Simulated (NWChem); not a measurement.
System: BeSi₂H₆; SMILES [SiH3][Be][SiH3]

NWChem input:

```
start job
memory heap 200 mb stack 900 mb global 1100 mb
geometry units angstroms
  Be     0.003401     0.001745     0.004394
  Si     1.711090     0.133145    -1.371857
  H      2.668652    -0.986300    -1.348210
  H      2.611028     1.287100    -1.199196
  H      1.402760     0.219743    -2.810007
  Si    -1.711076    -0.133436     1.371846
  H     -2.557185    -1.334526     1.261747
  H     -2.717931     0.938713     1.282120
  H     -1.407324    -0.124730     2.813547
end
basis spherical
  * library 6-31g*
end
dft
  xc b3lyp
  iterations 150
end
driver
  maxiter 120
end
task dft optimize
task dft freq
```

Output (shortened):

```
             Northwest Computational Chemistry Package (NWChem) 7.3.0
             --------------------------------------------------------

 C1  symmetry detected

                             Geometry "geometry" -> ""
                             -------------------------

 Output coordinates in angstroms (scale by  1.889725989 to convert to a.u.)

  No.       Tag          Charge          X              Y              Z
 ---- ---------------- ---------- -------------- -------------- --------------
    1 Be                   4.0000     0.00524408     0.00000979    -0.00001333
    2 Si                  14.0000    -0.00063044     2.19716704    -0.00002101
    3 H                    1.0000     0.21110591     2.86021139    -1.29855140
    4 H                    1.0000     1.01830803     2.86021071     0.83271536
    5 H                    1.0000    -1.23102443     2.86024120     0.46613917
    6 Si                  14.0000    -0.00061999    -2.19716928    -0.00002458
    7 H                    1.0000    -0.95660333    -2.86021390    -0.90396435
    8 H                    1.0000    -0.30559647    -2.86021290     1.28008234
    9 H                    1.0000     1.26034005    -2.86024421    -0.37572960

 Effective nuclear repulsion energy (a.u.)      95.4723951718

                                Z-matrix (autoz)
                                --------

 Units are Angstrom for bonds and degrees for angles

[...]

      ----------------------
      Optimization converged
      ----------------------

  Step       Energy      Delta E   Gmax     Grms     Xrms     Xmax
  ---- ---------------- -------- -------- -------- -------- --------
@    4    -597.31085116 -8.3D-07  0.00019  0.00005  0.00064  0.00138
                                     ok       ok       ok       ok

                                Z-matrix (autoz)
                                --------

 Units are Angstrom for bonds and degrees for angles

[...]

 Rotational Constants
 --------------------
 A=   1.459961 cm-1  (  2.100512 K)
 B=   0.052640 cm-1  (  0.075735 K)
 C=   0.052640 cm-1  (  0.075735 K)

 Temperature                      =   298.15K
 frequency scaling parameter      =   1.0000

 Zero-Point correction to Energy  =   31.431 kcal/mol  (  0.050088 au)
 Thermal correction to Energy     =   35.196 kcal/mol  (  0.056089 au)
 Thermal correction to Enthalpy   =   35.789 kcal/mol  (  0.057033 au)

 Total Entropy                    =   75.368 cal/mol-K
   - Translational                =   38.680 cal/mol-K (mol. weight =  71.0130)
   - Rotational                   =   25.481 cal/mol-K (symmetry #  =        1)
   - Vibrational                  =   11.207 cal/mol-K

 Cv (constant volume heat capacity) =   20.315 cal/mol-K
   - Translational                  =    2.979 cal/mol-K
   - Rotational                     =    2.979 cal/mol-K
   - Vibrational                    =   14.356 cal/mol-K

[normal modes left out]

 ----------------------------------------------------------------------------
 Normal Eigenvalue ||           Projected Infra Red Intensities
  Mode   [cm**-1]  || [atomic units] [(debye/angs)**2] [(KM/mol)] [arbitrary]
 ------ ---------- || -------------- ----------------- ---------- -----------
    1      -15.540 ||    0.000000           0.000         0.000       0.000
    2        0.000 ||    0.000000           0.000         0.000       0.000
    3        0.000 ||    0.000000           0.000         0.000       0.000
    4        0.000 ||    0.000000           0.000         0.000       0.000
    5        0.000 ||    0.000000           0.000         0.000       0.000
    6        0.000 ||    0.000000           0.000         0.000       0.000
    7        0.000 ||    0.000000           0.000         0.000       0.000
    8      140.360 ||    0.021286           0.491        20.751       4.201
    9      140.366 ||    0.021286           0.491        20.751       4.201
   10      282.639 ||    0.000000           0.000         0.000       0.000
   11      404.223 ||    0.000000           0.000         0.000       0.000
   12      404.234 ||    0.000000           0.000         0.000       0.000
   13      518.802 ||    0.003521           0.081         3.432       0.695
   14      518.807 ||    0.003522           0.081         3.433       0.695
   15      788.813 ||    0.164893           3.804       160.746      32.545
   16      879.928 ||    0.316323           7.298       308.368      62.433
   17      897.294 ||    0.000000           0.000         0.000       0.000
   18      944.706 ||    0.000000           0.000         0.000       0.000
   19      944.711 ||    0.000000           0.000         0.000       0.000
   20      948.040 ||    0.074019           1.708        72.157      14.609
   21      948.045 ||    0.074019           1.708        72.157      14.609
   22     2200.268 ||    0.155611           3.590       151.697      30.713
   23     2205.349 ||    0.000023           0.001         0.022       0.004
   24     2207.184 ||    0.000721           0.017         0.703       0.142
   25     2207.204 ||    0.000113           0.003         0.110       0.022
   26     2207.731 ||    0.266557           6.150       259.853      52.611
   27     2207.750 ||    0.266084           6.139       259.392      52.517
 ----------------------------------------------------------------------------

 ===============================================================================
      Negative Nuclear Hessian Mode    1  Eigenvalue =    -15.54 cm**(-1)
 -------------------------------------------------------------------------------
   Raw step length:  0.527 angstroms ;  The Raw step for this mode is:
    1 Be                   4.0000    -0.00000419    -0.00000006    -0.00001477
    2 Si                  14.0000    -0.00000028    -0.00000661    -0.00000464
    3 H                    1.0000     0.21239727     0.00011340     0.03461681
    4 H                    1.0000    -0.13617428    -0.00009748     0.16662071
    5 H                    1.0000    -0.07621181    -0.00004031    -0.20125080
    6 Si                  14.0000     0.00000109     0.00000676     0.00000714
    7 H                    1.0000    -0.14786138     0.00007295     0.15638115
    8 H                    1.0000     0.20933925    -0.00008199     0.04989358
    9 H                    1.0000    -0.06147419     0.00002977    -0.20619880

  Geometry after  100.0% step for mode  1; Step length =  0.527 angstroms
   Maximum component (any atom: x,y, or z) displacement:  0.401
    1 Be                   4.0000     0.00106163     0.00000236     0.00001261
    2 Si                  14.0000     0.00020566     2.19008724     0.00004531
    3 H                    1.0000     0.43458656     2.76112590    -1.32916939
    4 H                    1.0000     0.93367911     2.76133123     1.04115623
    5 H                    1.0000    -1.36860854     2.76008112     0.28821048
    6 Si                  14.0000     0.00015091    -2.19008213     0.00007908
    7 H                    1.0000    -1.15205146    -2.76022626    -0.79297803
    8 H                    1.0000    -0.11109238    -2.76069970     1.39421604
    9 H                    1.0000     1.26260339    -2.76162349    -0.60088934

  Geometry after -100.0% step for mode  1; Step length =  0.527 angstroms
   Maximum component (any atom: x,y, or z) displacement:  0.401
    1 Be                   4.0000     0.00107001     0.00000247     0.00004214
    2 Si                  14.0000     0.00020621     2.19010045     0.00005460
    3 H                    1.0000     0.00979203     2.76089910    -1.39840301
    4 H                    1.0000     1.20602766     2.76152619     0.70791481
    5 H                    1.0000    -1.21618491     2.76016174     0.69071209
    6 Si                  14.0000     0.00014873    -2.19009565     0.00006479
    7 H                    1.0000    -0.85632869    -2.76037217    -1.10574032
    8 H                    1.0000    -0.52977088    -2.76053572     1.29442888
    9 H                    1.0000     1.38555177    -2.76168303    -0.18849174

  Geometry after   50.0% step for mode  1; Step length =  0.264 angstroms
   Maximum component (any atom: x,y, or z) displacement:  0.201
    1 Be                   4.0000     0.00106372     0.00000239     0.00001999
    2 Si                  14.0000     0.00020579     2.19009054     0.00004763
    3 H                    1.0000     0.32838793     2.76106920    -1.34647780
    4 H                    1.0000     1.00176624     2.76137997     0.95784588
    5 H                    1.0000    -1.33050264     2.76010128     0.38883589
    6 Si                  14.0000     0.00015036    -2.19008551     0.00007550
    7 H                    1.0000    -1.07812076    -2.76026274    -0.87116860
    8 H                    1.0000    -0.21576200    -2.76065871     1.36926925
    9 H                    1.0000     1.29334049    -2.76163837    -0.49778994

  Geometry after  -50.0% step for mode  1; Step length =  0.264 angstroms
   Maximum component (any atom: x,y, or z) displacement:  0.201
    1 Be                   4.0000     0.00106791     0.00000245     0.00003476
    2 Si                  14.0000     0.00020607     2.19009715     0.00005228
    3 H                    1.0000     0.11599066     2.76095580    -1.38109460
    4 H                    1.0000     1.13794052     2.76147745     0.79122517
    5 H                    1.0000    -1.25429082     2.76014159     0.59008669
    6 Si                  14.0000     0.00014927    -2.19009227     0.00006836
    7 H                    1.0000    -0.93025938    -2.76033569    -1.02754975
    8 H                    1.0000    -0.42510126    -2.76057671     1.31937567
    9 H                    1.0000     1.35481468    -2.76166814    -0.29159114

  Geometry after   49.8% step for mode  1; Step length =  0.263 angstroms
   Maximum component (any atom: x,y, or z) displacement:  0.200
    1 Be                   4.0000     0.00106373     0.00000239     0.00002002
    2 Si                  14.0000     0.00020580     2.19009055     0.00004764
    3 H                    1.0000     0.32802475     2.76106900    -1.34653699
    4 H                    1.0000     1.00199909     2.76138014     0.95756097
    5 H                    1.0000    -1.33037232     2.76010135     0.38918001
    6 Si                  14.0000     0.00015036    -2.19008552     0.00007549
    7 H                    1.0000    -1.07786793    -2.76026286    -0.87143600
    8 H                    1.0000    -0.21611996    -2.76065857     1.36918393
    9 H                    1.0000     1.29344560    -2.76163843    -0.49743736

  Geometry after  -49.8% step for mode  1; Step length =  0.263 angstroms
   Maximum component (any atom: x,y, or z) displacement:  0.200
    1 Be                   4.0000     0.00106791     0.00000245     0.00003473
    2 Si                  14.0000     0.00020607     2.19009714     0.00005227
    3 H                    1.0000     0.11635385     2.76095599    -1.38103541
    4 H                    1.0000     1.13770767     2.76147728     0.79151008
    5 H                    1.0000    -1.25442114     2.76014152     0.58974256
    6 Si                  14.0000     0.00014927    -2.19009226     0.00006837
    7 H                    1.0000    -0.93051221    -2.76033557    -1.02728235
    8 H                    1.0000    -0.42474330    -2.76057685     1.31946098
    9 H                    1.0000     1.35470956    -2.76166809    -0.29194373

  Geometry after   24.9% step for mode  1; Step length =  0.131 angstroms
   Maximum component (any atom: x,y, or z) displacement:  0.100
    1 Be                   4.0000     0.00106477     0.00000240     0.00002369
    2 Si                  14.0000     0.00020586     2.19009220     0.00004880
    3 H                    1.0000     0.27510702     2.76104075    -1.35516159
    4 H                    1.0000     1.03592624     2.76140443     0.91604824
    5 H                    1.0000    -1.31138452     2.76011139     0.43932065
    6 Si                  14.0000     0.00015009    -2.19008721     0.00007371
    7 H                    1.0000    -1.04102900    -2.76028104    -0.91039759
    8 H                    1.0000    -0.26827579    -2.76063814     1.35675319
    9 H                    1.0000     1.30876159    -2.76164584    -0.44606395

  Geometry after  -24.9% step for mode  1; Step length =  0.131 angstroms
   Maximum component (any atom: x,y, or z) displacement:  0.100
    1 Be                   4.0000     0.00106686     0.00000243     0.00003105
    2 Si                  14.0000     0.00020600     2.19009549     0.00005111
    3 H                    1.0000     0.16927157     2.76098424    -1.37241080
    4 H                    1.0000     1.10378053     2.76145300     0.83302280
    5 H                    1.0000    -1.27340893     2.76013147     0.53960193
    6 Si                  14.0000     0.00014955    -2.19009057     0.00007015
    7 H                    1.0000    -0.96735114    -2.76031739    -0.98832076
    8 H                    1.0000    -0.37258747    -2.76059728     1.33189172
    9 H                    1.0000     1.33939357    -2.76166068    -0.34331713
```

Level: B3LYP/6-31G* (spherical d). The printed entropy takes a lower symmetry number than the molecule has.
